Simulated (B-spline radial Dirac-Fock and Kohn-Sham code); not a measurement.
# Scattering functions of Nb²⁺

System: the Nb²⁺ ion in the configuration 1s2 2s2 2p6 3s2 3p6 3d10 4s2 4p6 4d3.

The run's input, task.json:

```json
{"items": [{
  "Z": 41,
  "q": 2,
  "cfg": [[1, 0, 2], [2, 0, 2], [2, 1, 6], [3, 0, 2], [3, 1, 6], [3, 2, 10], [4, 0, 2], [4, 1, 6], [4, 2, 3]],
  "A": 93,
  "rrms": 4.324,
  "do": ["scatter"],
  "s": [0.0, 0.06, 0.07, 0.09, 0.11, 0.13, 0.16, 0.19, 0.23, 0.28, 0.34, 0.41, 0.49, 0.59, 0.72, 0.87, 1.05, 1.27, 1.53, 1.86, 2.24, 2.71, 3.28],
  "pz": [0, 0.1, 0.2, 0.3, 0.4, 0.5, 0.6, 0.8, 1.0, 1.2, 1.4, 1.6, 1.8, 2.0, 2.5, 3.0, 4.0, 5.0, 7.0, 10.0, 15.0, 20.0, 30.0, 40.0, 60.0, 100.0],
  "hv_scatter": [5000, 10000, 17479.3, 30000, 50000, 200000, 500000, 1000000]
}]}
```

Run with: `python xray_run.py task.json out`

The computed values come from a B-spline atomic structure program: relativistic Hartree-Fock (Dirac-Fock) wave functions, averaged over the configuration. f₀ is the Fourier transform of the spherical electron density, S the Waller-Hartree incoherent function, and s = sin θ/λ.

```csv
s (Å⁻¹),f₀,S
0,39.000,0.000
0.06,38.206,0.894
0.07,37.932,1.187
0.09,37.283,1.852
0.11,36.522,2.588
0.13,35.673,3.357
0.16,34.289,4.520
0.19,32.839,5.650
0.23,30.904,7.083
0.28,28.613,8.763
0.34,26.173,10.648
0.41,23.790,12.672
0.49,21.586,14.718
0.59,19.359,16.855
0.72,16.915,19.102
0.87,14.395,21.285
1.05,11.750,23.566
1.27,9.254,25.931
1.53,7.353,28.183
1.86,6.043,30.340
2.24,5.187,32.136
2.71,4.345,33.738
3.28,3.401,35.101
```

f₀ starts at the number of electrons, 39, and has fallen to half at s ≈ 0.58 Å⁻¹. The sum of ⟨r²⟩ over the electrons is 30.95 bohr².
